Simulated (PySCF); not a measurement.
Ti(H)3(SH) (H4STi), SMILES [TiH3][SH], multiplicity 1. Atoms are numbered in the order given.

```xyz
6

Ti    -0.0018    -0.8658     0.0000
H      1.6197    -1.3502     0.0000
H     -0.7961    -1.4392     1.3725
H     -0.7961    -1.4392    -1.3725
S     -0.0785     1.3765     0.0000
H      1.2683     1.2524     0.0000
```

The structure is a stationary point at ωB97X-D3(BJ)/def2-TZVP. The spin state was assumed, not searched.

Two levels are set side by side: PBE/pcSseg-2 (PySCF) and B3LYP/pcSseg-2 (PySCF). GIAO shifts against H2S (³³S), TMS (¹H) at the same level; non-relativistic, no solvent, atoms listed together averaged. Differences are taken from unrounded values.

| quantity | B3LYP |
|---|---|
| δ(³³S) of S5 (ppm) | 839.1 |
| δ(¹H) of H6 (ppm) | 6.39 |

What does PBE give, and how far is it from B3LYP? (Estimate from the structure and the level; the computed values follow.)


```json
[
 {"quantity": "δ(³³S) of S5 (ppm)", "PBE": "811.5", "PBE minus B3LYP": "-27.5"},
 {"quantity": "δ(¹H) of H6 (ppm)", "PBE": "6.43", "PBE minus B3LYP": "0.04"}
]
```

Rough cost on one machine, each run with all the roots and properties that it gave: B3LYP against PBE within a factor of 2.
